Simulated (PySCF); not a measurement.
C5H8O2SSi2, SMILES C(=O)([SiH2][SiH2]c1cccs1)O, singlet at its GFN2-xTB optimised geometry (Å):

```
18

O     -4.8637    -3.6190    -1.7866
C     -3.7282    -3.4564    -2.1564
O     -2.9844    -4.4696    -2.6261
Si    -2.7300    -1.8296    -2.0876
Si    -1.6382    -1.7992    -0.0370
C     -0.4481    -0.3495     0.0000
C      0.9160    -0.3495     0.0000
C      1.4886     0.9398     0.0000
C      0.5503     1.9204    -0.0037
S     -1.0447     1.2820    -0.0063
H     -3.4885    -5.3022    -2.6322
H     -1.8521    -1.8795    -3.2627
H     -3.7029    -0.7512    -2.2856
H     -0.8048    -2.9830     0.2243
H     -2.5478    -1.6457     1.1081
H      1.4941    -1.2566     0.0037
H      2.5478     1.1267     0.0040
H      0.6921     2.9830    -0.0018
```

Computed with PBE0/def2-SVP (PySCF 2.14.0).

Map of the log10 of the electron density (e/bohr³), floored at −4 on the plane z = 1.5 Å:

```
|                           |
|                           |
|                           |
|              ..           |
|            .::::.         |
|         .::--==-:.        |
|       .:-====++=-:.       |
|      .-=++++++++=-:.      |
|      :=+********+=-:.     |
|      -=**##*****++=-:     |
|      -=*###*++***+=-:.    |
|      :=+*#**+++**+=-:.    |
|      :-=+***+++**+=-.     |
|    .:--=++******++-:.     |
|   .:==++++******+=-.      |
|   :=+*#********++=:.      |
|  .-+#%%%**+++++==-:       |
|  .=*%@@%#*++===--:.       |
|  .=*%@@%#*+=--:::.        |
|  .-+#%%#**+=-:..          |
|   :-+****++=-:.           |
|    :-===+++=-:            |
|     .:--===-:.            |
|       .::--:.             |
|         ....              |
|                           |
|                           |
```
Scale: ten equal steps from -4.00 (start of ' ') to -1.18 (end of '@'), in the order ' .:-=+*#%@'; x runs from -5.00 to 5.00, y from -5.00 (bottom) to 5.00 (top).
